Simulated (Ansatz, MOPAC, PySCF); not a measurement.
Isomers of CH2N2. All species are isolated molecules in the gas phase. Strings in code marks are SMILES.

Quantity: electronic energy of isomers of CH2N2 relative to `N#CN`, in kcal/mol. Semi-empirical values (MOPAC) are differences of heats of formation.

Level 1: frozen-core CCSD(T)/cc-pVQZ // PBE-D3(BJ)/def2-TZVP (Ansatz, a program for electronic structure)
Level 2: PBE-D3(BJ)/def2-TZVP (PySCF)
Level 3: frozen-core MP2/cc-pVQZ // PBE-D3(BJ)/def2-TZVP (Ansatz)
Level 4: PM6 // PBE-D3(BJ)/def2-TZVP (MOPAC)

```csv
species,level 2,level 3,level 4
`N=C=N`,-3.00,4.21,8.10
```

What does level 1 give for each?


- `N=C=N`: 3.79
